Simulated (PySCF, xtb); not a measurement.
BGeH₅O₂, SMILES O[B]([GeH3])O.

xtb 6.7.1 with GFN2-xTB at its own geometry gives an orbital gap of 5.18 eV and a dipole moment of 0.15 D.

Coordinates come from a ωB97X-D3(BJ)/def2-SVP optimisation. The structure was generated by enumeration, and PubChem lists no compound with its InChIKey, so it may never have been made. Other conformers were not sampled.

Problem. What does CAM-B3LYP/def2-TZVP (PySCF) give? (Estimate from the structure and the level; the computed values follow.)

Solution. gap 10.31 eV (levels -9.43 and 0.89 eV), dipole 1.54 D.
